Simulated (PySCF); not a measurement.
Input for PySCF:
```python
from pyscf import gto, scf, dft

mol = gto.M(
    atom='''
C    -0.057749    0.657503    0.006238
O    -0.034981   -0.748578   -0.007589
H    -1.106104    0.950101    0.004072
H     0.880174   -1.047950   -0.006134
H     0.421826    1.061888    0.904334
H     0.430444    1.079565   -0.878988
''',
    basis='6-31g',
    charge=0,
    spin=0,
    verbose=4,
)

mf = dft.RKS(mol)
mf.xc = 'blyp'
mf.kernel()
```

Problem. What is the computed Mulliken (on the basis functions themselves) charges in atom order (BLYP/6-31G run with PySCF)?

Solution. C1 -0.15, O2 -0.56, H3 0.15, H4 0.34, H5 0.11, H6 0.11

Problem. What total energy does BLYP/6-31G give?

Solution. -115.6329 Eh
